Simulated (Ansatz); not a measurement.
CH8OSSi2 can be A, `O[SiH2]SC[SiH3]`, or B, `OC([SiH3])([SiH3])S`.

Program: Ansatz. Geometries: PBE0-D4/def2-TZVP. ΔE: electronic, gas phase. CCSD(T)/CBS is the MP2 limit (def2-TZVPP, def2-QZVPP) plus CCSD(T) − MP2 in def2-TZVPP, frozen cores. DFT in def2-TZVPP. B3LYP here is the variant with VWN-RPA as its local correlation; programs differ in this. One conformer a species, not always the lowest.

Question: Which isomer does CCSD(T)/CBS put lower? Give the gap. (Estimate.)

Answer: Ansatz gave: A, by 248.6 kJ/mol.

Question: Give E(B) − E(A) in kJ/mol with PBE-D4, ωB97M-V, PBE0-D4, B3LYP-D4, MP2/def2-TZVPP, CCSD(T)/def2-TZVPP, HF/def2-TZVPP. (Estimate.)

Answer: The calculation gave: PBE-D4 229.2, ωB97M-V 243.5, PBE0-D4 240.4, B3LYP-D4 241.6, MP2/def2-TZVPP 253.1, CCSD(T)/def2-TZVPP 243.6, HF/def2-TZVPP 266.6. None reverses the order clearly.

Largest T1 diagnostic: 0.013.

In def2-TZVPP, CCSD(T) changes the Hartree–Fock value by −23.1 kJ/mol (the triples alone add −4.3 kJ/mol) and MP2 by −13.5 kJ/mol. The D4 term adds −4.7 kJ/mol with B3LYP and −2.4 kJ/mol with PBE0; it sums over pairs of atoms, weighted by their polarisabilities, and B3LYP, whose exchange is more repulsive, gets the larger term.
